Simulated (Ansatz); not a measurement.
Geometry optimisation, RKS B3LYP/def2-SVP in Ansatz.

Input:

```yaml
crystal:
  periodic: [false, false, false]
  atoms:
    - { symbol: B, position_ang: [-0.8545, -0.3399, -0.3386] }
    - { symbol: H, position_ang: [0.3444, -1.0962, -0.882] }
    - { symbol: F, position_ang: [-1.4774, -1.2372, 0.4293] }
    - { symbol: F, position_ang: [-1.4603, 0.1417, -1.4261] }
    - { symbol: H, position_ang: [0.4425, -0.3093, -0.2987] }
    - { symbol: As, position_ang: [0.3613, 1.2632, 0.9113] }
    - { symbol: H, position_ang: [1.1254, 0.2013, 1.6684] }
    - { symbol: H, position_ang: [1.5186, 1.3763, -0.0636] }
basis:
  gaussian: { orbitals: def2-SVP }
hamiltonian:
  xc: b3lyp
relax:
  f_tol: 0.15
  max_steps: 25
  restrain:
    - { distance: [0, 5], at: 3.33, k: 30.0 }
    - { distance: [4, 1], at: 1.92, k: 30.0 }
    - { distance: [0, 1], at: 1.15, k: 30.0 }
    - { distance: [4, 5], at: 1.5, k: 30.0 }
```

Command:

```bash
$ ansatz run input.yaml --threads 2 --pin off --max-ram 3072MiB --backend cpu --events-out ev --progress --plain --runs-dir out
```

Q: Where does it end, and by what steps?

A: It converged. The restraints hold the end off the free minimum. After 7 steps the energy has fallen by 1.658 eV (the restraints' own energy left out); B1 moved furthest, 0.77 Å. Parted: B1–H5, B1–As6. Joined: B1–H2, H5–As6.

| step | energy less start (eV) | largest force component (eV/Å) | accepted |
| --- | --- | --- | --- |
| 0 | 0.0000 | 0.914 | yes |
| 1 | 0.0467 | 2.567 | yes |
| 2 | -0.4869 | 1.840 | yes |
| 3 | -0.8152 | 1.409 | yes |
| 4 | -1.1828 | 2.150 | yes |
| 5 | -1.5102 | 2.618 | yes |
| 6 | -1.6349 | 0.568 | yes |
| 7 | -1.6578 | 0.716 | yes |

```xyz
8
Properties=species:S:1:pos:R:3
B -1.087 -0.924 -0.776
H -0.041 -1.346 -1.085
F -1.703 -1.349 0.311
F -1.720 -0.052 -1.534
H 0.484 0.182 -0.024
As 0.670 1.323 0.953
H 1.439 0.412 1.915
H 1.958 1.752 0.239
```

Whether the end is a true minimum wasn't checked by a vibrational analysis.

Time of the run: 20 s on 2 threads of Arm Neoverse V1, with other jobs on the host, peak memory 0.2 GiB.
